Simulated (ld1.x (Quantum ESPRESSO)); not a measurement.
V, TM: configuration errors across variants

```
Element                 : vanadium (V)
Generator               : ld1.x (Quantum ESPRESSO) 7.5
Type                    : norm-conserving Troullier–Martins (Kleinman–Bylander form)
Functional              : PBE
Relativity              : scalar-relativistic
Frozen core             : [Ne]
Valence charge          : 13
Reference configuration : 3s2 3p6 3d3 4s2 4p0
Partial waves           : 3p (bound): rc 0.85 bohr; 3d (bound): rc 1.15 bohr; 3s (bound): rc 1.20 bohr
Local potential         : the s channel
Core correction         : none
```

Occupied shells without a wave of their own: 4s. They enter only through the test configuration that unscreens the potential.

All-electron excitation energies from the reference (eV): (1) 3s2 3p6 3d3 4s1 4p0 7.735; (2) 3s2 3p6 3d3 4s0 4p0 22.031; (3) 3s2 3p6 3d2 4s0 4p0 50.928; (4) 3s2 3p6 3d3 4s0 4p1 11.840; (5) 3s2 3p6 3d2 4s2 4p0 10.974; (6) 3s2 3p6 3d1 4s0 4p0 96.802; (7) 3s2 3p6 3d3 4s0 4p2 6.855.

For the base: The 4s level has no wave, so the channel is fitted at the deeper level alone: the likely source of the large errors.

On the changes marked as counting shells twice: ld1.x takes every shell without a wave as core, so the model core holds the marked electrons as well and exchange and correlation see them twice. This cancels in the reference configuration, but the file is broken for other ones, and its errors say nothing about a proper core correction.

2 further variants failed, have other tests or another functional or relativity, and are left out.

The file “wave 3s (bound): rc 1.20 bohr becomes 3s (bound): rc 1.56 bohr” misses its own reference levels by 0.7 eV. The file “local potential the d channel” misses its own reference levels by 0.4 eV.

Errors AE − PS in meV (a dash: test not solved or not reliable):

| change | (1) | (2) | (3) | (4) | (5) | (6) | (7) | bound ghosts |
| --- | --- | --- | --- | --- | --- | --- | --- | --- |
| base | -239 | -623 | -964 | -457 | +34 | -1297 | -353 | none |
| wave 3s (bound): rc 1.20 bohr becomes 3s (bound): rc 1.56 bohr | -966 | -2514 | -3826 | -1845 | +79 | -5241 | -1434 | none |
| core correction a·sin(br)/r model core inside 0.72 bohr (4s counted twice) | -386 | -1280 | -1874 | -593 | -9.3 | -2398 | -434 | none |
| wave 3p (bound): rc 0.85 bohr becomes 3p (bound): rc 1.14 bohr | -239 | -623 | -963 | -454 | +34 | -1292 | -350 | none |
| wave 3d (bound): rc 1.15 bohr becomes 3d (bound): rc 1.26 bohr | -239 | -623 | -962 | -457 | +35 | -1275 | -353 | none |
| local potential the d channel | -505 | -1325 | -2278 | -1048 | +216 | -3381 | -849 | none |

(1) Give the same row for: all radii scaled by about 1.22 (s 1.46, p 1.04, d 1.40 bohr).

Results:

(1) -760, -1980, -3023, -1452, +74, -4086, -1127; bound ghosts: none.
